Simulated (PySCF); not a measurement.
**From computed data to an observable: entropy of an ideal gas**

CBrF2, SMILES F[C](F)Br (connectivity only; charge and spin as stated), charge +1, multiplicity 1.

Geometry: PBE-D3(BJ)/def2-SVP. The spin state was assumed, not searched. The isomer is the one that the SMILES or the coordinates give; other isomers of the formula were not compared.

PBE-D3(BJ)/def2-SVP in PySCF 2.14.0 gives the harmonic wavenumbers 351, 416, 611, 733, 1354, 1494 cm⁻¹ and the rotational temperatures 0.5573, 0.1450, 0.1151 K. The molar mass is 129.91 g/mol, the symmetry number 2, the spin multiplicity 1.

Work out the entropy at 298.15 K and 1 atm in the rigid-rotor, harmonic-oscillator model.


Translation (Sackur–Tetrode at 1 atm): S = R[1.5 ln M + 2.5 ln T − 1.16487] = 169.4 J/(mol K).
Rotation: q = (√π/σ) T^1.5/√(θA θB θC) = 47300, S = R[ln q + 3/2] = 102.0 J/(mol K).
Vibration: with u = 1.4388 ν/T, each mode gives R[u/(e^u − 1) − ln(1 − e^−u)]:
```csv
ν (cm⁻¹),modes,u,S (J/(mol K))
351,1,1.69,4.86
416,1,2.01,3.79
611,1,2.95,1.80
733,1,3.54,1.13
1354,1,6.53,0.09
1494,1,7.21,0.05
```
These are all the modes. Sum 11.7 J/(mol K).
Spin: R ln 1 = 0.0 J/(mol K).
Total 283.1 J/(mol K); the program's own thermochemistry gives 283.1. Translation makes up 60 % and vibration 4 %. Anharmonicity, hindered rotation and orbital degeneracy are left out.
